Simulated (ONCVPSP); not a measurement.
# LDA (Perdew-Zunger) ONCV dataset for Co, scalar-relativistic all-electron reference.

cobalt, optimised norm-conserving Vanderbilt (ONCV), made with ONCVPSP 4.0.1 (LDA (Perdew-Zunger), scalar-relativistic). Core [Ne], reference 3s2 3p6 3d6 (charge +3). Waves: 3s: rc 0.75 bohr, ncon 4, nbas 9, qcut 9.6 1/bohr, 2 projectors, debl 3.6 Ha; 3p: rc 1.20 bohr, ncon 5, nbas 10, qcut 11.6 1/bohr, 3 projectors, debl 2 Ha; 3d: rc 1.10 bohr, ncon 3, nbas 7, qcut 11.1 1/bohr, 2 projectors, debl 1.6 Ha. Local part: polynomial inside 0.60 bohr (lpopt 5, dvloc0 3 Ha). Core correction: none.

In the s channel the program set the typed energies aside and used -5.154, 0.250 Ha. In the p channel the program set the typed energies aside and used -3.811, 0.250, 2.250 Ha. In the d channel the program set the typed energies aside and used -1.671, 0.250 Ha.

Calculated quality:

- Cutoffs needed: 236 Ha and 415 Ha (the cutoffs (Ha) at which the residual kinetic energy of the hardest occupied pseudo-wave falls to 1 and 0.1 mHa per electron)
- Ghost test: no bound ghost flagged; GHOST(+) flagged for s at 518.0 eV
- Configuration tests: 1 of 4 tests not solved or not reliable

Generation and tests took about 6.9 s on one core of a shared server CPU.
